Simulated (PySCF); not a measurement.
F2GeH4OSi, SMILES F[SiH](F)[O][GeH3]. Atoms are numbered in the order given.

```xyz
9

Si     1.4472    -0.4468     0.4083
F      1.1109     0.3153     1.8100
F      2.3825     0.5804    -0.4362
O      0.0507    -0.7634    -0.3890
Ge    -1.5183     0.1528    -0.4448
H      2.2037    -1.6941     0.6687
H     -2.3273    -0.2389     0.8150
H     -2.1987    -0.3246    -1.7465
H     -1.2019     1.6690    -0.4731
```

Geometry optimised at PBE-D3(BJ)/def2-SVP. The structure was generated by enumeration, and PubChem lists no compound with its InChIKey, so it may never have been made. Other conformers were not sampled.

These are PBE-D3(BJ)/def2-SVP run with PySCF values and carry that method's errors.

Frequencies are harmonic and unscaled.

| mode | ν (cm⁻¹) | IR (km/mol) | moving atoms (share of kinetic energy) |
|---|---|---|---|
| 1 | 28 | 1.5 | F 55 %, O 30 %, Ge 9 % |
| 2 | 60 | 0.0 | H 94 % |
| 3 | 73 | 3.3 | F 44 %, Ge 30 %, O 17 % |
| 4 | 274 | 9.7 | F 56 %, O 28 %, Si 10 % |
| 5 | 300 | 10.6 | F 59 %, O 21 %, Si 14 % |
| 6 | 405 | 46.9 | Si 45 %, F 30 %, O 17 % |
| 7 | 509 | 25.0 | O 41 %, Ge 22 %, Si 19 %, H 14 % |
| 8 | 620 | 35.6 | H 88 % |
| 9 | 632 | 32.9 | H 84 %, O 11 % |
| 10 | 785 | 68.8 | H 69 %, F 25 % |
| 11 | 806 | 97.5 | H 72 %, F 22 % |
| 12 | 831 | 207.9 | H 82 %, F 8 % |
| 13 | 838 | 41.4 | H 98 % |
| 14 | 841 | 26.6 | H 97 % |
| 15 | 865 | 117.6 | H 39 %, F 24 %, Si 20 %, O 16 % |
| 16 | 939 | 195.5 | Si 49 %, F 40 %, H 10 % |
| 17 | 1028 | 359.0 | O 59 %, Si 29 %, H 8 % |
| 18 | 2094 | 45.9 | H 99 % |
| 19 | 2109 | 107.3 | H 98 % |
| 20 | 2125 | 99.2 | H 98 % |
| 21 | 2286 | 98.1 | H 97 % |
